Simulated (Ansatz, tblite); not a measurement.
Removing and adding an electron: C₁₁H₁₄N₄ (relaxed from a model of N-butylpyridinium dicyanamide, whose bonding it doesn't keep). Charge 0, multiplicity 1. Geometry: PBE-D4/def2-SVP. Ansatz, gas phase; energy differences of separate SCF runs; the oxidised species was run as a doublet alone; the reduced species was run as a doublet alone.

```xyz
29

C     1.9743    1.7693   -3.7411
C     2.1306    1.1001   -2.3752
C     0.7970    0.6688   -1.7577
C     0.9654   -0.0046   -0.3919
N    -0.3009   -0.3999    0.2189
C    -1.0290    0.5982    0.9570
C    -2.4809    0.2608    1.0467
C    -2.8582   -1.0516    1.0695
C    -1.8976   -2.0909    0.8093
C    -0.6624   -1.7196    0.3358
H     1.4901    1.0880   -4.4713
H     2.9542    2.0697   -4.1630
H     1.3454    2.6815   -3.6741
H     2.7953    0.2121   -2.4669
H     2.6513    1.7913   -1.6754
H     0.2668   -0.0316   -2.4394
H     0.1324    1.5555   -1.6541
H     1.5930   -0.9138   -0.4958
H     1.5044    0.6685    0.3112
H    -0.8536    1.5886    0.4980
H    -3.1951    1.0830    1.1933
H    -3.9121   -1.3198    1.2436
H    -2.1581   -3.1534    0.8903
H     0.0865   -2.4493   -0.0079
N    -0.3986    0.7407    2.3548
C    -0.4841    0.0159    3.3277
N    -0.6019   -0.5572    4.4265
C    -0.1161   -1.6291    5.0144
N     0.2620   -2.5711    5.6167
```

The xTB rows come from tblite.

| level | −HOMO (eV) | vertical IE (eV) | −LUMO (eV) | vertical EA (eV) | HOMO–LUMO gap (eV) | IE − EA (eV) | remarks |
| --- | --- | --- | --- | --- | --- | --- | --- |
| GFN1-xTB | 10.68 | 13.16 | 7.90 | 5.41 | 2.78 | 7.75 | – |
| GFN2-xTB | 9.96 | 12.50 | 7.18 | 4.68 | 2.77 | 7.83 | – |
| PBE-D4/def2-SVP | 5.06 | 7.50 | 1.98 | -0.33 | 3.08 | 7.83 | HOMO above zero (-1 doublet) |
| PBE0-D4/def2-SVP | 6.06 | 7.69 | 1.14 | -0.40 | 4.92 | 8.10 | HOMO above zero (-1 doublet) |

Relaxing the reduced species (PBE-D4/def2-SVP) changes its energy by -2.00 eV at PBE-D4/def2-SVP, so the adiabatic electron affinity to this nearest minimum is 1.66 eV. On the way the bond C6–N25 breaks. At PBE0-D4/def2-SVP it is 1.79 eV. The highest occupied level of the relaxed charge -1 doublet lies above zero (up to 0.48 eV). By energy differences its removal costs 1.66 eV (each at its own geometry, to the charge 0 singlet, at PBE-D4/def2-SVP); self-interaction error and the lack of diffuse functions both raise the level.     A HOMO above zero means that the electron is unbound at that level or that self-interaction error raises the level; the energy of removing that electron tells which. Raw xTB energy differences between charge states are shifted by several eV; the methods need an empirical correction for them. Sets without diffuse functions give affinities that are too small. A negative affinity means that the extra electron isn't bound; its size then hangs on the basis.
